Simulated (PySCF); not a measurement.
MoCl4H2, SMILES [Cl][MoH2]([Cl])([Cl])[Cl], multiplicity 1.

The structure is a stationary point at B3LYP-D3(BJ)/def2-SVP. The spin state was assumed, not searched. The structure was generated by enumeration; whether it is a known compound was not checked. The def2 effective core potentials stand for the cores of Mo; spin–orbit coupling is left out.

Two levels are set side by side: TDA-PBE/def2-SVPD (PySCF) and TDA-M06-2X/def2-SVPD (PySCF). Vertical, same geometry. The lowest singlet is HOMO→LUMO 100 % with PBE and HOMO→LUMO 93 % with the other functional; states are paired by order. Differences are taken from unrounded values.

```json
[
 {"quantity": "lowest singlet excitation (eV)", "TDA-M06-2X": "1.63", "TDA-PBE": "1.42", "TDA-PBE minus TDA-M06-2X": "-0.21"},
 {"quantity": "lowest triplet excitation (TDA) (eV)", "TDA-M06-2X": "1.37", "TDA-PBE": "1.20", "TDA-PBE minus TDA-M06-2X": "-0.17"}
]
```

A lower first singlet is the usual sign of a functional without exact exchange. Differences between two approximate levels are no errors against the true value.

Rough cost on one machine, each run with all the roots and properties that it gave: TDA-M06-2X against TDA-PBE about 10 times.
